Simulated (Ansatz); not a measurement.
`[AlH2][Se][SiH3]` + H₂ → `[SiH3][SeH]` + `[AlH3]` at 298.15 K and 1 bar (hydrogenolysis of the Se–Al bond).

Isolated molecules relaxed with PBE0-D4/def2-TZVP in Ansatz; ΔE leaves out vibrations. CCSD(T)/CBS adds triple-zeta CCSD(T) − MP2 to the extrapolated MP2 energy (def2 sets, frozen cores). This one scheme is used for every species. For Se outer-core shells are correlated without core-valence functions, which leaves a few kJ/mol of doubt a bond. Scalar relativity is left out up to krypton.

```tsv
species	CCSD(T)/CBS energy (Eh)	H − E (kJ/mol)	S (J/(mol·K))
`[AlH2][Se][SiH3]`	-2934.85173	124.6	344.8
H₂	-1.17544	35.1	130.4
`[SiH3][SeH]`	-2692.20088	99.8	286.6
`[AlH3]`	-243.78045	58.9	207.5
```

H − E and S are ideal-gas, rigid-rotor, harmonic terms from PBE0-D4/def2-TZVP. The MP2-based limit puts H₂ 0.8 mEh under its directly extrapolated value; such offsets cancel only in part. 1 Eh = 2625.50 kJ/mol, R = 8.31446 J/(mol·K).

**Question.** By hand: ΔE, ΔH, ΔS and ΔG.

**Answer.** ΔE = (-2692.20088) + (-243.78045) − (-2934.85173) − (-1.17544) = 0.04584 Eh = 120.4 kJ/mol. Δ(H − E) = 99.8 + 58.9 − 124.6 − 35.1 = -1.0, so ΔH = 119.4 kJ/mol. ΔS = 286.6 + 207.5 − 344.8 − 130.4 = 18.9 J/(mol·K). ΔG = 119.4 − 298.15 × (18.9)/1000 = 113.8 kJ/mol.

**Question.** By hand: the equilibrium constant, and the temperature at which ΔG would vanish if ΔH and ΔS stayed fixed.

**Answer.** log₁₀ K = −ΔG/(RT ln 10) = -19.9. ΔG = 0 at ΔH/ΔS = 6317 K, far beyond where these terms or the molecules hold.

ΔH outweighs TΔS. A doubt of 5 kJ/mol in ΔE shifts log₁₀ K by 0.9 here. These are equilibria of isolated gas molecules and say nothing of rates. Largest T1 diagnostic: 0.010 (customary marks: 0.02 for closed shells, 0.045 for open ones).
